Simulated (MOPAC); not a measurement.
MOPAC input (PM7):

```
PM7 PRECISE GNORM=0.05 LET XYZ GEO-OK AUX(PRECISION=9) THREADS=1
HF3Ge

F     1.56449600 1   -0.46792300 1    0.06226100 1
Ge   -0.07101200 1    0.01862900 1    0.25898200 1
F    -0.23622100 1    1.51173100 1   -0.57388800 1
F    -1.02342600 1   -1.12377900 1   -0.60016400 1
H    -0.47126500 1    0.12362800 1    1.71871000 1
```

Output:

```
 *******************************************************************************
 **                                                                           **
 **                              MOPAC v23.2.5                                **
 **                                                                           **
 *******************************************************************************
 ** MOPAC's Digital Object Identifier: https://doi.org/10.5281/zenodo.6511958 **
 **                                                                           **
 ** Please cite the open-source release paper for use of this MOPAC version:  **
 ** J. E. Moussa and J. J. P. Stewart (2026)                                  **
 ** MOPAC: An open-source semiempirical molecular orbital program             **
 ** J. Open Source Softw., 11(119), 8025, https://doi.org/10.21105/joss.08025 **
 *******************************************************************************

                              PM7 CALCULATION RESULTS

 *******************************************************************************
 *  PM7        - The PM7 Hamiltonian to be used
 *  GEO-OK     - OVERRIDE INTERATOMIC DISTANCE AND OTHER SAFETY CHECKS
 *  LET        - OVERRIDE SOME SAFETY CHECKS
 *  PRECISE    - TIGHTER CRITERIA TO BE USED
 *  XYZ        - CARTESIAN COORDINATE SYSTEM TO BE USED
 *  GNORM      - EXIT WHEN GRADIENT NORM DROPS BELOW 0.050
 *  AUX        - OUTPUT AUXILIARY INFORMATION
 *******************************************************************************
PM7 PRECISE GNORM=0.05 LET XYZ GEO-OK AUX(PRECISION=9) THREADS=1
 HF3Ge

   ATOM   CHEMICAL          X               Y               Z
  NUMBER   SYMBOL      (ANGSTROMS)     (ANGSTROMS)     (ANGSTROMS)

     1       F          1.56449600  *  -0.46792300  *   0.06226100  *
     2      Ge         -0.07101200  *   0.01862900  *   0.25898200  *
     3       F         -0.23622100  *   1.51173100  *  -0.57388800  *
     4       F         -1.02342600  *  -1.12377900  *  -0.60016400  *
     5       H         -0.47126500  *   0.12362800  *   1.71871000  *

          CARTESIAN COORDINATES

    NO.       ATOM           X           Y           Z

     1         F          1.5645     -0.4679      0.0623
     2        Ge         -0.0710      0.0186      0.2590
     3         F         -0.2362      1.5117     -0.5739
     4         F         -1.0234     -1.1238     -0.6002
     5         H         -0.4713      0.1236      1.7187

 General Reference for PM7:
 "Optimization of Parameters for Semiempirical Methods VI: More Modifications to the
 NDDO Approximations and Re-optimization of Parameters", J. J. P. Stewart, J. Mol. Mod., 1:32, 19 (2013)
 https://link.springer.com/article/10.1007/s00894-012-1667-x

           Empirical Formula: H F3 Ge  =     5 atoms

      MOLECULAR POINT GROUP   :   C3v

      RHF CALCULATION, NO. OF DOUBLY OCCUPIED LEVELS = 13

          Geometry optimization using EF

          DIAGONAL MATRIX USED AS START HESSIAN

 CYCLE:     1  GRAD.:   137.538 HEAT: -155.4040
 CYCLE:     2  GRAD.:    93.621 HEAT: -178.5922
 CYCLE:     3  GRAD.:    93.089 HEAT: -186.0574
 CYCLE:     4  GRAD.:    27.045 HEAT: -191.4461
 CYCLE:     5  GRAD.:     6.379 HEAT: -192.2094
 CYCLE:     6  GRAD.:     4.949 HEAT: -192.2302
 CYCLE:     7  GRAD.:     0.712 HEAT: -192.2474
 CYCLE:     8  GRAD.:     0.122 HEAT: -192.2479
 CYCLE:     9  GRAD.:     0.042 HEAT: -192.2479

     GRADIENT =  0.04185 IS LESS THAN CUTOFF =  0.05000

 -------------------------------------------------------------------------------
 PM7 PRECISE GNORM=0.05 LET XYZ GEO-OK AUX(PRECISION=9) THREADS=1
 HF3Ge

     GEOMETRY OPTIMISED USING EIGENVECTOR FOLLOWING (EF).
     SCF FIELD WAS ACHIEVED

                              PM7 CALCULATION
                                                       MOPAC v23.2.5 Linux

          FINAL HEAT OF FORMATION =       -192.24789 KCAL/MOL =    -804.36518 KJ/MOL

          COSMO AREA              =         87.98 SQUARE ANGSTROMS
          COSMO VOLUME            =         74.20 CUBIC ANGSTROMS

          GRADIENT NORM           =          0.04185          =       0.01872 PER ATOM
          IONIZATION POTENTIAL    =         11.098758 EV
          HOMO LUMO ENERGIES (EV) =        -11.099 -0.708
          NO. OF FILLED LEVELS    =         13
          MOLECULAR WEIGHT        =        130.5931         POINT GROUP:  C3v

          MOLECULAR DIMENSIONS (Angstroms)

            Atom       Atom       Distance
            H     5    F     1     2.47123
            F     3    F     4     2.31075
            F     1    F     3     1.68450

          SCF CALCULATIONS        =         10

   ATOM   CHEMICAL          X               Y               Z
  NUMBER   SYMBOL      (ANGSTROMS)     (ANGSTROMS)     (ANGSTROMS)

     1       F          1.31635934  *  -0.39363208  *   0.04483969  *
     2      Ge         -0.05040237  *   0.01322050  *   0.18372585  *
     3       F         -0.19639116  *   1.26941413  *  -0.48955833  *
     4       F         -0.85769207  *  -0.94458104  *  -0.51162907  *
     5       H         -0.46133452  *   0.12102294  *   1.68250028  *

                             CARTESIAN COORDINATES

   1    F        1.316359336    -0.393632083     0.044839686
   2   Ge       -0.050402374     0.013220504     0.183725854
   3    F       -0.196391163     1.269414129    -0.489558327
   4    F       -0.857692074    -0.944581041    -0.511629069
   5    H       -0.461334516     0.121022935     1.682500276

           Empirical Formula: H F3 Ge  =     5 atoms

      MOLECULAR POINT GROUP   :   C3v

                  EIGENVALUES
 -39.21942 -39.21896 -39.05330 -21.64845 -16.55416 -15.56162 -15.56138 -14.67833
 -14.67817 -14.34994 -13.36841 -13.36819 -11.09876  -0.70785  -0.70782   0.69936
   2.02243

              NET ATOMIC CHARGES AND DIPOLE CONTRIBUTIONS

  ATOM NO.   TYPE          CHARGE      No. of ELECS.   s-Pop       p-Pop
    1          F          -0.441011        7.4410     1.91955     5.52146
    2         Ge           1.172433        2.8276     1.09032     1.73724
    3          F          -0.441000        7.4410     1.91954     5.52146
    4          F          -0.440999        7.4410     1.91954     5.52146
    5          H           0.150576        0.8494     0.84942
 DIPOLE           X         Y         Z       TOTAL
 POINT-CHG.    -1.173     0.308     4.277     4.446
 HYBRID         0.226    -0.059    -0.826     0.858
 SUM           -0.947     0.248     3.451     3.588

          ATOMIC ORBITAL ELECTRON POPULATIONS

     Atom    s        px        py        pz
    1  F   1.91955   1.67881   1.88601   1.95664
    2 Ge   1.09032   0.43771   0.40295   0.89658
    3  F   1.91954   1.90719   1.70811   1.90616
    4  F   1.91954   1.82686   1.79206   1.90254
    5  H   0.84942

 **********************
 *                    *
 * JOB ENDED NORMALLY *
 *                    *
 **********************

 == MOPAC DONE ==
```

The geometry given is a B3LYP-D3(BJ)/def2-TZVP minimum.
